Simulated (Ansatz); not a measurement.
Program: Ansatz. Geometries: PBE0-D4/def2-TZVP. ΔE: electronic, gas phase. CCSD(T)/CBS is the MP2 limit (def2-TZVPP, def2-QZVPP) plus CCSD(T) − MP2 in def2-TZVPP, frozen cores. DFT in def2-TZVPP. B3LYP here is the variant with VWN-RPA as its local correlation; programs differ in this. For Br, Ge outer-core shells are correlated without core-valence functions, which leaves a few kJ/mol of doubt a bond. Scalar relativity is left out up to krypton. One conformer a species, not always the lowest.

Reaction (ligand exchange at a B–C bond): `NB(F)[CH2][GeH3]` + HBr → `NB(F)Br` + `[CH3][GeH3]`

(1) Is it downhill or uphill in electronic energy at CCSD(T)/CBS, and by how much? (An estimate is asked.)

(2) What do these levels give: r2SCAN-D4, B3LYP-D4, r2SCAN, MP2/def2-TZVPP, CCSD/def2-TZVPP, CCSD(T)/def2-TZVPP? (An estimate is asked.)

Largest T1 diagnostic among the species: 0.011.

## Answers

(1) Ansatz gave: Downhill: ΔE = -60.0 kJ/mol.

(2) Ansatz gave: r2SCAN-D4 -63.8, B3LYP-D4 -60.8, r2SCAN -64.9, MP2/def2-TZVPP -63.8, CCSD/def2-TZVPP -59.2, CCSD(T)/def2-TZVPP -59.1 kJ/mol.

The D4 term adds +3.6 kJ/mol with B3LYP and +2.4 kJ/mol with PBE0; it sums over pairs of atoms, weighted by their polarisabilities, and B3LYP, whose exchange is more repulsive, gets the larger term. In def2-TZVPP, CCSD(T) changes the Hartree–Fock value by +8.0 kJ/mol (the triples alone add +0.1 kJ/mol) and MP2 by +3.3 kJ/mol.
